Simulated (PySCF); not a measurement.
Compound: Br2.
SMILES with atom numbers: `[Br:1][Br:2]`

Geometry (BHandHLYP/def2-TZVP, Å), atoms numbered from 1 in this order:
```
atom  x, y, z in Å
Br1    1.1407   -0.0063    0.0057
Br2   -1.1452    0.0137   -0.0185
```

Method: PySCF 2.14.0, BHandHLYP/def2-TZVP geometry optimisation, gas phase.

Masses are those of the commonest isotopes; rigid-rotor values at the optimised geometry. 

Question: What are the moment of inertia and the rotational constant?

Answer: I = 206.232 u·Å², B = 505379 MHz·u·Å²/I = 2451 MHz (0.0817 cm⁻¹, or 0.118 K as hB/k). For two atoms I = μr² with μ = 39.4592 u and r = 2.2861 Å.

Question: List the first levels of a rigid rotor in a Σ state.

Answer: E(J) = BJ(J+1): J = 1: 0.163, J = 2: 0.490, J = 3: 0.981, J = 4: 1.635, J = 5: 2.452, J = 6: 3.433 cm⁻¹.

Question: Has it a pure rotational spectrum?

Answer: Not by electric dipole: D∞h allows no dipole (computed 0.00 D). Rotational Raman lines (ΔJ = 2) lie at B(4J + 6), spaced by 4B = 0.327 cm⁻¹, with nuclear-spin weights that differ between even and odd J.

Not checked by BHandHLYP/def2-TZVP frequencies. These are rigid-rotor constants of the computed structure; measured ground-state constants (B0) also hold zero-point vibration.

Time: 9.2 s wall; peak memory 0.49 GiB. Hardware: Arm Neoverse N1, one thread, no GPU, shared host with 64 logical CPUs at a one-minute load of 52. These figures are those of the optimisation.
